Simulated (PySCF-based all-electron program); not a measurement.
Forces on Mo₂H₆, singlet in several shapes

All-electron Kohn–Sham DFT on the free molecule, computed near the basis limit with an in-house program on PySCF integrals; Koelling–Harmon scalar relativity, no spin–orbit coupling, spin-restricted. Forces are good to about 0.017 eV/Å. In part, a faulty basis table may shift these forces by a few meV per angstrom. Atoms are numbered as listed.

Shape A:

```json
{"atom": "Mo", "x (Å)": "0.0000", "y (Å)": "0.0000", "z (Å)": "0.0000"}
{"atom": "Mo", "x (Å)": "0.0000", "y (Å)": "0.0000", "z (Å)": "2.1300"}
{"atom": "H", "x (Å)": "1.7117", "y (Å)": "0.0000", "z (Å)": "-0.0299"}
{"atom": "H", "x (Å)": "-0.8559", "y (Å)": "1.4824", "z (Å)": "-0.0299"}
{"atom": "H", "x (Å)": "-0.8559", "y (Å)": "-1.4824", "z (Å)": "-0.0299"}
{"atom": "H", "x (Å)": "0.8559", "y (Å)": "1.4824", "z (Å)": "2.1599"}
{"atom": "H", "x (Å)": "-1.7117", "y (Å)": "0.0000", "z (Å)": "2.1599"}
{"atom": "H", "x (Å)": "0.8559", "y (Å)": "-1.4824", "z (Å)": "2.1599"}
```

PBE forces:

```tsv
atom	Fx	Fy	Fz (eV/Å)
Mo1	0.000	0.000	0.221
Mo2	0.000	0.000	-0.221
H3	0.010	0.000	0.010
H4	-0.005	0.009	0.010
H5	-0.005	-0.009	0.010
H6	0.005	0.009	-0.010
H7	-0.010	0.000	-0.010
H8	0.005	-0.009	-0.010
```

(1) What forces does LDA give in shape A?

(2) What forces does PBEsol give in shape A?

Shape B:

```
atom    x (Å)    y (Å)    z (Å)
  Mo   0.0000   0.0000   0.0000
  Mo   0.0000   0.0000   2.3430
   H   1.7117   0.0000  -0.0299
   H  -0.8559   1.4824  -0.0299
   H  -0.8559  -1.4824  -0.0299
   H   0.8559   1.4824   2.3729
   H  -1.7117   0.0000   2.3729
   H   0.8559  -1.4824   2.3729
```

Against shape A, Mo1–Mo2 goes from 2.130 to 2.343 Å.

(3) What forces does PBE give in shape B?

Shape C:

```tsv
atom	x (Å)	y (Å)	z (Å)
Mo	0.0000	0.0000	0.0000
Mo	0.0000	0.0000	1.9170
H	1.7117	0.0000	-0.0299
H	-0.8559	1.4824	-0.0299
H	-0.8559	-1.4824	-0.0299
H	0.8559	1.4824	1.9469
H	-1.7117	0.0000	1.9469
H	0.8559	-1.4824	1.9469
```

Against shape A, Mo1–Mo2 goes from 2.130 to 1.917 Å.

PBE forces:

```csv
atom,Fx,Fy,Fz (eV/Å)
Mo1,0.000,0.000,-8.953
Mo2,0.000,0.000,8.953
H3,0.190,0.000,0.009
H4,-0.095,0.164,0.009
H5,-0.095,-0.164,0.009
H6,0.095,0.164,-0.009
H7,-0.190,0.000,-0.009
H8,0.095,-0.164,-0.009
```

(4) What forces does LDA give in shape C?

(5) What forces does PBEsol give in shape C?

(6) What forces does PBE0 give in shape C?

Answers

(1) The forces move by 0.418 eV/Å (r.m.s. over the atoms) from PBE.

| atom | Fx | Fy | Fz (eV/Å) |
| --- | --- | --- | --- |
| Mo1 | 0.000 | -0.001 | 1.019 |
| Mo2 | 0.000 | 0.001 | -1.019 |
| H3 | -0.115 | 0.000 | 0.076 |
| H4 | 0.057 | -0.099 | 0.076 |
| H5 | 0.057 | 0.099 | 0.076 |
| H6 | -0.057 | -0.099 | -0.076 |
| H7 | 0.115 | 0.000 | -0.076 |
| H8 | -0.057 | 0.099 | -0.076 |

(2) The forces move by 0.244 eV/Å (r.m.s. over the atoms) from PBE.

```json
{"atom": "Mo1", "Fx": "0.000", "Fy": "0.000", "Fz (eV/Å)": "0.687"}
{"atom": "Mo2", "Fx": "0.000", "Fy": "0.000", "Fz (eV/Å)": "-0.687"}
{"atom": "H3", "Fx": "-0.061", "Fy": "0.000", "Fz (eV/Å)": "0.054"}
{"atom": "H4", "Fx": "0.030", "Fy": "-0.053", "Fz (eV/Å)": "0.054"}
{"atom": "H5", "Fx": "0.030", "Fy": "0.053", "Fz (eV/Å)": "0.054"}
{"atom": "H6", "Fx": "-0.030", "Fy": "-0.053", "Fz (eV/Å)": "-0.054"}
{"atom": "H7", "Fx": "0.061", "Fy": "0.000", "Fz (eV/Å)": "-0.054"}
{"atom": "H8", "Fx": "-0.030", "Fy": "0.053", "Fz (eV/Å)": "-0.054"}
```

(3) 

```json
{"atom": "Mo1", "Fx": "0.000", "Fy": "0.000", "Fz (eV/Å)": "3.891"}
{"atom": "Mo2", "Fx": "0.000", "Fy": "0.000", "Fz (eV/Å)": "-3.891"}
{"atom": "H3", "Fx": "-0.091", "Fy": "0.000", "Fz (eV/Å)": "0.010"}
{"atom": "H4", "Fx": "0.046", "Fy": "-0.079", "Fz (eV/Å)": "0.010"}
{"atom": "H5", "Fx": "0.046", "Fy": "0.079", "Fz (eV/Å)": "0.010"}
{"atom": "H6", "Fx": "-0.046", "Fy": "-0.079", "Fz (eV/Å)": "-0.010"}
{"atom": "H7", "Fx": "0.091", "Fy": "0.000", "Fz (eV/Å)": "-0.010"}
{"atom": "H8", "Fx": "-0.046", "Fy": "0.079", "Fz (eV/Å)": "-0.010"}
```

(4) The forces move by 0.572 eV/Å (r.m.s. over the atoms) from PBE.

| atom | Fx | Fy | Fz (eV/Å) |
| --- | --- | --- | --- |
| Mo1 | 0.000 | -0.001 | -7.835 |
| Mo2 | 0.000 | 0.001 | 7.835 |
| H3 | 0.068 | 0.000 | 0.079 |
| H4 | -0.034 | 0.059 | 0.079 |
| H5 | -0.034 | -0.059 | 0.079 |
| H6 | 0.034 | 0.059 | -0.079 |
| H7 | -0.068 | 0.000 | -0.079 |
| H8 | 0.034 | -0.059 | -0.079 |

(5) The forces move by 0.335 eV/Å (r.m.s. over the atoms) from PBE.

| atom | Fx | Fy | Fz (eV/Å) |
| --- | --- | --- | --- |
| Mo1 | 0.000 | 0.000 | -8.298 |
| Mo2 | 0.000 | 0.000 | 8.298 |
| H3 | 0.121 | 0.000 | 0.055 |
| H4 | -0.060 | 0.104 | 0.055 |
| H5 | -0.060 | -0.104 | 0.055 |
| H6 | 0.060 | 0.104 | -0.055 |
| H7 | -0.121 | 0.000 | -0.055 |
| H8 | 0.060 | -0.104 | -0.055 |

(6) The forces move by 0.560 eV/Å (r.m.s. over the atoms) from PBE.

```csv
atom,Fx,Fy,Fz (eV/Å)
Mo1,0.000,0.000,-7.864
Mo2,0.000,0.000,7.864
H3,0.041,0.000,-0.005
H4,-0.020,0.035,-0.005
H5,-0.020,-0.035,-0.005
H6,0.020,0.035,0.005
H7,-0.041,0.000,0.005
H8,0.020,-0.035,0.005
```
